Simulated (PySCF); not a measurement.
# TDDFT excited states: B2Cl2F2H2Si

Compound: B₂Cl₂F₂H₂Si.
InChI=1S/B2Cl2F2H2Si/c3-1(4)7-2(5)6/h7H2

Computed, not measured: TDDFT CAM-B3LYP/def2-SVPD, vertical, gas phase, core orbitals frozen in the response (PySCF 2.14.0, density-fitted response routines). Geometry: PBE0-D3(BJ)/def2-SVP, one conformer, isolated molecule. Torsions of this conformer, `[F:1][B:2]([F:3])[SiH2:4][B:5]([Cl:6])[Cl:7]`: F1–B2–Si4–B5 -90°, B2–Si4–B5–Cl6 89°.

```json
{"state": "S1", "E (eV)": "4.70", "λ (nm)": "263.6", "f": "0.017", "main configurations (H = HOMO, L = LUMO)": "H→L (93%)"}
{"state": "S2", "E (eV)": "5.58", "λ (nm)": "222.1", "f": "0.0000", "main configurations (H = HOMO, L = LUMO)": "H-1→L (93%)"}
{"state": "S3", "E (eV)": "6.22", "λ (nm)": "199.3", "f": "0.105", "main configurations (H = HOMO, L = LUMO)": "H-2→L (89%)"}
{"state": "S4", "E (eV)": "6.61", "λ (nm)": "187.5", "f": "0.097", "main configurations (H = HOMO, L = LUMO)": "H-3→L (91%)"}
{"state": "S5", "E (eV)": "6.83", "λ (nm)": "181.4", "f": "0.029", "main configurations (H = HOMO, L = LUMO)": "H→L+1 (80%)"}
{"state": "S6", "E (eV)": "6.96", "λ (nm)": "178.2", "f": "0.0069", "main configurations (H = HOMO, L = LUMO)": "H-4→L (94%)"}
{"state": "S7", "E (eV)": "7.58", "λ (nm)": "163.5", "f": "0.0009", "main configurations (H = HOMO, L = LUMO)": "H→L+2 (32%), H-2→L+1 (20%), H-6→L (16%)"}
{"state": "S8", "E (eV)": "7.64", "λ (nm)": "162.2", "f": "0.016", "main configurations (H = HOMO, L = LUMO)": "H-6→L (61%), H→L+2 (16%), H-2→L+1 (10%)"}
{"state": "S9", "E (eV)": "7.85", "λ (nm)": "158.0", "f": "0.024", "main configurations (H = HOMO, L = LUMO)": "H→L+3 (79%)"}
{"state": "S10", "E (eV)": "7.86", "λ (nm)": "157.8", "f": "0.386", "main configurations (H = HOMO, L = LUMO)": "H→L+2 (38%), H-2→L+1 (24%), H-5→L (22%)"}
```

Triplets (Tamm–Dancoff): T1 3.93 eV, H→L (94%); T2 5.23 eV, H-2→L (60%), H→L+1 (19%), H-2→L+1 (12%); T3 5.41 eV, H-1→L (92%); T4 5.66 eV, H-3→L (93%).

The lowest singlet lies at 4.70 eV (264 nm, ultraviolet) and is weak; its leading configuration is HOMO→LUMO (93%). The strongest level in the table is S10 at 7.86 eV (158 nm, f = 0.386). It is the last of those listed, so stronger ones may follow. Löwdin shares by element: HOMO chlorine 38%, silicon 24%, boron 21% or more (atoms not listed hold the other 17%); LUMO boron 38% or more, chlorine 30%, silicon 15% (atoms not listed hold the other 17%). The listed states span 3.15 eV, and the widest gap between neighbours is 0.88 eV (S1 to S2). The oscillator strengths of these states sum to 0.683; summed over the whole spectrum of an exact calculation they would give the number of electrons, 78 (Thomas–Reiche–Kuhn). Of the 10 states listed, 7 reach f = 0.01 and 1 stays under 0.0005. The vertical ionisation energy (ΔSCF) is 10.62 eV, 2.76 eV above S10. The window holds the lowest 10 singlets.

Hardware: an Arm Neoverse V2 with one thread, shared host with 96 logical CPUs at a one-minute load of 69. Cost: 2.9 min of wall time (grids of density and orbitals included), 0.99 GiB resident at most.
